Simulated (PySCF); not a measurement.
Gas-phase reaction: ZrCl3OH + 2 O = ZrOCl2 + Cl + HO2

Energies from PySCF, thermal terms from the rigid-rotor harmonic-oscillator model, ideal gas at 1 bar. † marks an energy on the PBE0/def2-TZVP geometry and frequencies; other levels use their own. Open shells (unrestricted): O (multiplicity 3), Cl (multiplicity 2), HO2 (multiplicity 2); the rest are closed-shell singlets. Spin-orbit splitting is ignored; it lowers the true energy and changes the entropy of O, Cl. Zr: scalar-relativistic def2 core potential, no spin-orbit coupling. ZrCl3OH, ZrOCl2: computed as isolated molecules; such fragments, hydroxides, amides, oligomers or adducts are transient or little studied in the gas.

BLYP/def2-TZVP† gives ΔH°(298 K) = -56 kJ.

Task: What do PBE/def2-SVP, PBE0/def2-QZVP†, ωB97M-V/def2-TZVP† give?

Result: PBE/def2-SVP: -65 kJ; PBE0/def2-QZVP†: 16 kJ; ωB97M-V/def2-TZVP†: 30 kJ. For scale, ΔH°(298 K) is -56 kJ at this level, 30 kJ at ωB97M-V/def2-TZVP†, and runs from -503 to 371 kJ over the 18 levels computed.
